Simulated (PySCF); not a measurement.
Frontier orbitals and the lowest excitations

Species: SnMe3(SiMe3), C6H18SiSn.
Structure used (PBE0-D3(BJ)/def2-SVP), in Å, numbered top down from 1:
```
atom  x, y, z in Å
Sn1    0.568    0.991    0.401
C2     0.604    1.049    2.565
H3    -0.417    1.123    2.967
H4     1.180    1.922    2.908
H5     1.074    0.140    2.968
C6     2.622    1.066   -0.278
H7     3.132    1.936    0.163
H8     2.663    1.155   -1.374
H9     3.162    0.156    0.020
C10   -0.405    2.802   -0.278
H11   -0.444    2.832   -1.376
H12    0.148    3.684    0.078
H13   -1.433    2.854    0.110
Si14  -0.643   -1.114   -0.461
C15    0.201   -2.663    0.215
C16   -2.439   -1.084    0.123
C17   -0.603   -1.153   -2.349
H18   -0.313   -3.570   -0.143
H19    0.184   -2.676    1.316
H20    1.253   -2.719   -0.107
H21   -2.498   -1.059    1.222
H22   -2.969   -0.199   -0.264
H23   -2.979   -1.981   -0.224
H24   -1.098   -0.265   -2.774
H25    0.432   -1.176   -2.727
H26   -1.124   -2.046   -2.731
```

Method: TDDFT B3LYP/def2-SVPD, vertical, gas phase, core orbitals frozen in the response, def2 core potentials past Kr (PySCF 2.14.0, density-fitted response routines). Spin–orbit coupling is left out.

Frontier orbitals with the atoms that hold most of them (Löwdin shares over 4%, at most four atoms; ? is withheld):

```tsv
orbital	ε (eV)	atoms
LUMO+2	0.29	Sn1 16%, C10 10%, Si14 10%, C15 8%
LUMO+1	0.28	Sn1 16%, Si14 10%, C6 9%, C2 8%
LUMO	-0.03	?
HOMO	?	?
HOMO-1	-7.38	C2 27%, C6 26%, Sn1 20%, H3 5%
HOMO-2	-7.38	C10 35%, Sn1 20%, C6 11%, C2 10%
HOMO-3	-8.40	C16 32%, Si14 21%, C15 18%, C17 5%
```

Problem. Which atoms hold the HOMO, and with what shares?

Solution. Si14 (bonded to 3 C and Sn) 26%; Sn1 (bonded to 3 C and Si) 26%; C6 (bonded to Sn and 3 H) 6%; C2 (bonded to Sn and 3 H) 6%. By element: silicon 26%, tin 26%, carbon 13% or more.

Problem. Give the leading atoms of the LUMO.

Solution. Sn1 (bonded to 3 C and Si) 22%; C6 (bonded to Sn and 3 H) 5%; C10 (bonded to Sn and 3 H) 5%; C2 (bonded to Sn and 3 H) 5%. By element: tin 22%, carbon 16% or more.

Problem. What is the HOMO energy, and the HOMO–LUMO gap?

Solution. ε(HOMO) = -6.50 eV; the gap is 6.47 eV (0.2377 hartree).

Within 0.005 eV of a neighbour in this list lie HOMO-2/HOMO-1 and LUMO+1/LUMO+2.

Problem. The HOMO–LUMO gap is 6.47 eV. Where does the response calculation put the lowest singlet, and from which orbitals?

Solution. S1 is at 5.75 eV (f = 0.0087), 0.72 eV below the gap, made of HOMO→LUMO (99%). Without the coupling terms of the response equations the lowest excitation would equal the gap.

Next come S2 at 6.03 eV (f 0.067), HOMO→LUMO+1/LUMO+2 (98%); S3 at 6.03 eV (f 0.066), HOMO→LUMO+1/LUMO+2 (98%); S4 at 6.37 eV (f 0.120), HOMO→LUMO+3 (99%); S5 at 6.58 eV (f 0.043), HOMO-2/HOMO-1→LUMO (≥96%).

Orbitals of the list HOMO-3 to LUMO+2 that lie within 0.01 eV of each other are written together with a slash and their weights summed (≥ marks a lower bound); for degenerate orbitals outside that list single weights are arbitrary.
